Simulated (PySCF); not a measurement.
## [VI3]-: pyramidal angle varied

[VI3]- holds V(II), d3, at total charge -1. The structure is a model geometry with rigid ligands and bond lengths from ionic radii, not a minimum; coordination trigonal planar, point group D3h, metal–donor distances 2.67 Å.

```
4

V     0.0000    0.0000    0.0000
I     2.6700    0.0000    0.0000
I    -1.3350    2.3123    0.0000
I    -1.3350   -2.3123    0.0000
```

Method (PySCF 2.14, density fitting): CASSCF(3,5) with orbitals averaged over all microstates of the shell, strongly contracted NEVPT2 on the averaged canonical orbitals; basis x2c-TZVPall on the metal, x2c-SVPall elsewhere; spin-free X2C; IEF-PCM water; spin-orbit coupling by state interaction with the mean-field operator over all roots.

The angle between each bond and z grows from 90° (planar).

```json
{"pyramidal angle": "90.0°", "group": "D3h", "ground": "4A1''", "next state (NEVPT2) / cm⁻¹": "4A2'' 48", "orbital energies above the lowest (CASSCF fit) / cm⁻¹": "0 876 878 4785 4787", "D / cm⁻¹": "–", "μeff(300 K) / μB": "4.03"}
{"pyramidal angle": "95.0°", "group": "C3v", "ground": "4A2", "next state (NEVPT2) / cm⁻¹": "4A1 458", "orbital energies above the lowest (CASSCF fit) / cm⁻¹": "0 873 874 4735 4736", "D / cm⁻¹": "-13.07", "μeff(300 K) / μB": "3.96"}
{"pyramidal angle": "100.0°", "group": "C3v", "ground": "4A2", "next state (NEVPT2) / cm⁻¹": "4A1 1109", "orbital energies above the lowest (CASSCF fit) / cm⁻¹": "0 862 862 4591 4592", "D / cm⁻¹": "-4.49", "μeff(300 K) / μB": "3.90"}
{"pyramidal angle": "105.0°", "group": "C3v", "ground": "4A2", "next state (NEVPT2) / cm⁻¹": "4A1 1737", "orbital energies above the lowest (CASSCF fit) / cm⁻¹": "0 837 838 4378 4379", "D / cm⁻¹": "-2.65", "μeff(300 K) / μB": "3.89"}
{"pyramidal angle": "110.0°", "group": "C3v", "ground": "4A2", "next state (NEVPT2) / cm⁻¹": "4A1 2316", "orbital energies above the lowest (CASSCF fit) / cm⁻¹": "0 792 792 4135 4136", "D / cm⁻¹": "-1.92", "μeff(300 K) / μB": "3.89"}
```

The geometry is a model, and the complex may not exist in this form. 4A2'' (48 cm⁻¹) lies within 300 cm⁻¹ of 4A1'' at NEVPT2 level, inside the method's error: their order is undecided, and g values and low-temperature moments can hang on it.
